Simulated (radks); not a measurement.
Effect of the nuclear size on the strontium ion Sr3+, [Ar] 3d10 4s2 4p5. Calculated with a radial shooting solver on a logarithmic mesh with Libxc functionals: Dirac Kohn-Sham, relativistic LDA (MacDonald-Vosko exchange, VWN5 correlation), spin-unpolarised, spherical densities, finite nucleus; open shells fill j = l - 1/2 first; Fermi nuclear charge, rms radius 4.224 fm. The rms radius is varied about that value; shifts are against it.

rms radius (fm)  total energy shift (eV)  density at nucleus (e/bohr^3)  1s1/2 shift (meV)  2s1/2 shift (meV)  3p1/2 shift (meV)  4s1/2 shift (meV)  4p1/2 shift (meV)  4p3/2 shift (meV)  5s1/2 (empty) shift (meV)
3.7974                            -0.158                      6.093e+04              -66.5              -6.86              0.106             -0.160              0.021              0.022                     -0.034
4.0846                           -0.0532                      6.053e+04              -22.4              -2.32              0.036             -0.054              0.007              0.007                     -0.011
4.224                                  0                      6.035e+04              0.000              0.000              0.000              0.000              0.000              0.000                      0.000
4.5028                             0.111                      6.001e+04               46.9               4.84             -0.075              0.113             -0.015             -0.016                      0.024
5.2547                             0.443                       5.92e+04                187               19.3             -0.299              0.450             -0.059             -0.062                      0.095

Slopes of the eigenvalues against <r^2> in GHz/fm^2, as finite differences over the two radii next to the reference (eigenvalue slopes, not the field-shift constants of lines): 1s1/2 4670, 2s1/2 482, 3p1/2 -7.47, 4s1/2 11.2, 5s1/2 (empty) 2.38.
